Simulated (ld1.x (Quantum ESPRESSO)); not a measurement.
## Which setting gave this result? (O (Z = 8), TM)

Base potential:

| Property | Result |
| --- | --- |
| Element | oxygen (O) |
| Generator | ld1.x (Quantum ESPRESSO) 7.5 |
| Type | norm-conserving Troullier–Martins (Kleinman–Bylander form) |
| Functional | PBE |
| Relativity | scalar-relativistic |
| Frozen core | [He] |
| Valence charge | 6 |
| Reference configuration | 2s2 2p2 (charge +2) |
| Partial waves | 2s (bound): rc 0.90 bohr; 2p (bound): rc 0.95 bohr; 3d channel at 0.15 Ry: rc 0.85 bohr |
| Local potential | all-electron potential smoothed inside 0.65 bohr (lloc = -1) |
| Core correction | a·sin(br)/r model core, default radius (core density twice the valence density) |

Cutoffs, loose and tight: the cutoffs (Ry, on a coarse ladder) from which the occupation-weighted sum of valence levels, in a spherical-Bessel basis at the reference potential, stays within 10 and 1 mRy of its value at 400 Ry. They do not see the model core or the augmentation charge, which bear on the density cutoff. Test errors are all-electron minus pseudo excitation energies from the reference, over the configurations 2s2 2p4; 2s2 2p3; 2s2 2p1; 2s2 2p3.5; 2s2 2p0; 2s1 2p5; 2s1 2p4; variants that change the core or the reference have their own tests.

Only the p radius is moved:

```
p radius (bohr)  cutoff, loose  cutoff, tight  bound ghosts  largest test error (meV)  median size of the test errors
            0.6         230 Ry         300 Ry          none                      +107                         9.6 meV
           0.82         160 Ry         260 Ry          none                      +189                        24.1 meV
           0.92         140 Ry         200 Ry          none                      +269                        39.9 meV
           1.04         110 Ry         180 Ry          none                      +388                        59.1 meV
           1.12         100 Ry         180 Ry          none                      +486                        75.3 meV
           1.22          90 Ry         180 Ry          none                      +612                        96.5 meV
            1.3          90 Ry         180 Ry          none                      +774                       124.6 meV
           1.44          80 Ry         180 Ry          none                     +1061                       175.8 meV
```

Problem. One more run gave cutoff, loose: 180 Ry; cutoff, tight: 230 Ry; bound ghosts: none; largest test error (meV): +140; median size of the test errors: 16.8 meV. Which value of the p radius was used?

Solution. 0.72 bohr. The median size of the test errors moves one way along this sweep, from 9.6 meV at 0.6 to 175.8 meV at 1.44 bohr, which places the run between 0.6 and 0.82 bohr.
